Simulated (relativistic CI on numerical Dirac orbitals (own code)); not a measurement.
Slater and spin-orbit integrals, Ta²²⁺

These numbers are calculated, not measured: Dirac-Coulomb-Breit CI, KLI orbitals optimised for each configuration, model QED (radiative potential, 1s self-energy scaled to tabulated hydrogen-like ionisation energies), unscaled Slater integrals (own radial code, finite nucleus).

Slater integrals F^k, G^k are unscaled and averaged over j, outside the closed core [Ar] 3d10 4p6 4d10; ζ comes from projecting the Hamiltonian with its Breit term on Σ l·s of the shell.

- 4s2 4f5: F^2(4f,4f) = 214510, F^4(4f,4f) = 138920, F^6(4f,4f) = 101290, ζ(4f) = 6429 cm⁻¹; <r>(4f) = 0.4813, <r^2>(4f) = 0.268 (bohr units).
- 4s2 4f4 5s: F^2(4f,4f) = 217180, F^4(4f,4f) = 140750, F^6(4f,4f) = 102650, ζ(4f) = 6621.1, G^3(4f,5s) = 32875 cm⁻¹; <r>(4f) = 0.4763, <r^2>(4f) = 0.2624, <r>(5s) = 0.8504, <r^2>(5s) = 0.8052 (bohr units).
- 4s2 4f3 5s2: F^2(4f,4f) = 220120, F^4(4f,4f) = 142780, F^6(4f,4f) = 104180, ζ(4f) = 6815.8 cm⁻¹; <r>(4f) = 0.4709, <r^2>(4f) = 0.2562 (bohr units).

Averages of the first 8 configurations, taken without configuration mixing, which lowers the lowest level and can move excited configurations by several eV; other configurations of the list can lie among them:

| Configuration | Parity | States | Average energy above the lowest level (eV) |
| --- | --- | --- | --- |
| 4s2 4f5 | odd | 2002 | 17.0 |
| 4s2 4f4 5s | even | 2002 | 85.3 |
| 4s2 4f3 5s2 | odd | 364 | 162.7 |
| 4s2 4f4 5p | odd | 6006 | 139.2 |
| 4s2 4f3 5s 5p | even | 4368 | 214.0 |
| 4s2 4f3 5p2 | odd | 5460 | 270.5 |
| 4s2 4f4 6s | even | 2002 | 307.8 |
| 4s 4f6 | even | 6006 | 578.8 |
